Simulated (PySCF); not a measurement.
## ORD: `N#CC[C@@H]1C[C@@H]1[SiH2]P`, C5H10NPSi

Molfile (atoms numbered from 1):
```
C5H10NPSi
     RDKit          3D

 18 18  0  0  0  0  0  0  0  0999 V2000
   -3.7635    0.5159    1.5259 N   0  0  0  0  0  0  0  0  0  0  0  0
   -2.6470    0.3686    1.3295 C   0  0  0  0  0  0  0  0  0  0  0  0
   -1.2420    0.1991    1.0581 C   0  0  0  0  0  0  0  0  0  0  0  0
   -0.8857    0.8030   -0.2862 C   0  0  2  0  0  0  0  0  0  0  0  0
   -0.9652   -0.0280   -1.5238 C   0  0  0  0  0  0  0  0  0  0  0  0
    0.3792    0.3921   -0.9915 C   0  0  2  0  0  0  0  0  0  0  0  0
    1.5795   -0.8812   -0.2800 Si  0  0  0  0  0  4  0  0  0  0  0  0
    2.2119   -0.2041    1.7647 P   0  0  0  0  0  0  0  0  0  0  0  0
   -1.0104   -0.8694    1.0721 H   0  0  0  0  0  0  0  0  0  0  0  0
   -0.6719    0.6841    1.8587 H   0  0  0  0  0  0  0  0  0  0  0  0
   -1.1765    1.8450   -0.3714 H   0  0  0  0  0  0  0  0  0  0  0  0
   -1.2483   -1.0648   -1.4188 H   0  0  0  0  0  0  0  0  0  0  0  0
   -1.3297    0.4243   -2.4340 H   0  0  0  0  0  0  0  0  0  0  0  0
    0.8582    1.1904   -1.5486 H   0  0  0  0  0  0  0  0  0  0  0  0
    0.9340   -2.1892   -0.1067 H   0  0  0  0  0  0  0  0  0  0  0  0
    2.6883   -1.0249   -1.2312 H   0  0  0  0  0  0  0  0  0  0  0  0
    2.9594    0.8714    1.3169 H   0  0  0  0  0  0  0  0  0  0  0  0
    3.3209   -1.0260    1.8278 H   0  0  0  0  0  0  0  0  0  0  0  0
  1  2  3  0
  2  3  1  0
  3  4  1  0
  4  5  1  0
  5  6  1  0
  6  7  1  0
  7  8  1  0
  6  4  1  0
  3  9  1  0
  3 10  1  0
  4 11  1  6
  5 12  1  0
  5 13  1  0
  6 14  1  6
  7 15  1  0
  7 16  1  0
  8 17  1  0
  8 18  1  0
M  END
```

The calculation used PySCF, TDDFT PBE0/def2-SVPD circular dichroism and optical rotation, one conformer, gas phase. Geometry: GFN2-xTB.

The molecule is flexible and this is one conformer; a measurement averages over conformers. States above about 7.7 eV (minus the energy of the highest occupied orbital) lie near or above the ionisation threshold and depend on the basis.

Stereocentres: C4 R, C6 S.

**Question.** What is the specific rotation at 633, 589.3, 546, 436, 405, 365, 355 nm?

**Answer.** [α] in deg dm⁻¹ (g/mL)⁻¹:
```csv
λ (nm),origin-invariant length gauge,modified velocity gauge,length gauge (centre of mass),isotropic polarisability (au)
633,-308.4,-302.5,-308.0,116.1
589.3,-361.2,-354.3,-360.9,116.6
546,-428.9,-420.6,-428.4,117.3
436,-727.0,-712.8,-726.2,119.9
405,-872.6,-855.3,-871.5,121.2
365,-1141.0,-1118.1,-1139.7,123.3
355,-1228.9,-1204.0,-1227.4,124.0
```

**Question.** And for the mirror image at 589.3 nm?

**Answer.** +361.2 deg dm⁻¹ (g/mL)⁻¹ (origin-invariant length gauge): the same size and the opposite sign.

**Question.** What is the molar rotation [Φ] = [α]·M/100 of the geometry above at 589.3 nm?

**Answer.** With M = 143.20 g/mol, -517.3 deg cm² dmol⁻¹ (origin-invariant length gauge).

The first excitation lies at 6.45 eV (192 nm) with R = +18.5 × 10⁻⁴⁰ esu² cm² (velocity form).
